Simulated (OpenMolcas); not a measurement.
## Ionisation energies of molybdenum

```
Program             : OpenMolcas 26.06
Basis               : ANO-RCC-VTZP [7s6p4d2f1g]
Scalar Hamiltonian  : DKH2, point nucleus
Spin-orbit coupling : state interaction with AMFI integrals over the reference wave functions, term energies averaged over their components
```

Active shells in each charge state: the valence d, s shells, with orbitals averaged over the low states. Where CASPT2's correlated closed shells are named, they are those of the first ion.

A. CASSCF
B. SS-CASPT2, IPEA 0.25 Eh, imaginary shift 0.1 Eh (closed shells correlated: 4s 4p)
C. SS-CASPT2, IPEA 0 Eh, imaginary shift 0.1 Eh (closed shells correlated: 4s 4p)
D. SS-CASPT2, IPEA 0.25 Eh, imaginary shift 0.1 Eh (closed shells correlated: 3d 4s 4p)

Energies in eV between the lowest computed levels, named as in B; reference values from the NIST Atomic Spectra Database with their kind.

| From | To | A | B | C | D | Spin-orbit share in B | Reference |
| --- | --- | --- | --- | --- | --- | --- | --- |
| Mo 4d5 5s 7S3 | Mo+ 4d5 6S 5/2 | 6.617 | 7.224 | 7.391 | 7.243 | +0.000 | 7.092 (measured) |
| Mo+ 4d5 6S 5/2 | Mo2+ 4d4 5D0 | 14.675 | 15.923 | 16.108 | 15.906 | -0.130 | 16.160 (semi-empirical) |

Error against the reference values, in %:

```
From       Reference     A     B     C     D
  Mo        measured  -6.7  +1.9  +4.2  +2.1
 Mo+  semi-empirical  -9.2  -1.5  -0.3  -1.6
```

Absolute error against the one measured value: A 0.48 eV, B 0.13 eV, C 0.30 eV, D 0.15 eV.

The lowest level within the active space need not be the ion's true ground level.
